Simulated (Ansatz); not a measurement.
A run for Ansatz (a quantum-chemistry and plane-wave program): R-CCSD(T)/cc-pVDZ on C2H5BO (SMILES C=CBO).

Ansatz 0.2 input:
```yaml
crystal:
  periodic: [false, false, false]
  atoms:
    - {symbol: C, position_ang: [1.61703907, -0.07310568, -0.01827362]}
    - {symbol: C, position_ang: [0.38375408, -0.41675216, -0.39930490]}
    - {symbol: B, position_ang: [-0.86812807, 0.24696018, 0.21480392]}
    - {symbol: O, position_ang: [-2.09899352, -0.14551010, -0.21323075]}
    - {symbol: H, position_ang: [1.77672283, 0.68770988, 0.73889580]}
    - {symbol: H, position_ang: [2.50975011, -0.52618223, -0.43590721]}
    - {symbol: H, position_ang: [0.27163454, -1.18466745, -1.16187164]}
    - {symbol: H, position_ang: [-0.76702057, 1.09615038, 1.05672736]}
    - {symbol: H, position_ang: [-2.82475847, 0.31539718, 0.21816105]}
basis:
  gaussian:
    orbitals: cc-pVDZ
magnetization: {spin_polarized: false}
correlation: {method: ccsd_t, electrons: outside_noble_gas}
scf: {lower_state_search: off}
```

The head of its log:

```
WARN ansatz: RAYON_NUM_THREADS=1 ignored (pool sized by the plan → 1); use --threads N
Functional definition: HF
these checks for a lower state are left out or cut short: stability, starts, cluster_reference, orbital_swaps, neighbouring_geometries, increment
integrals: 0.06 GiB planned
738 factors; integrals over basis functions are off by at most 8.3e-4 eV
mean field: 0.14 GiB planned
mean field evaluation 1: about -4847.3098 eV, gradient 3.4e1 eV
mean field evaluation 2: about -4847.3120 eV, gradient 3.4e1 eV
mean field evaluation 4: about -4850.1122 eV, gradient 3.6e0 eV
mean field evaluation 8: about -4850.1501 eV, gradient 7.4e-5 eV
mean field -4850.15011260 eV, -178.2397290882 hartree, gradient 1.5e-6 eV, S^2 0.000000; 0 other end points of the search recorded, 0 dependent functions left out
4 core orbitals not correlated
reference -4850.15011260 eV, -178.2397290882 hartree; 11, 11 occupied and 66, 66 virtual orbitals, 738 factors
```

Question: Give the final energy of this run.

Answer: -178.8322 hartree (reference determinant -178.2397, T1 diagnostic 0.014).
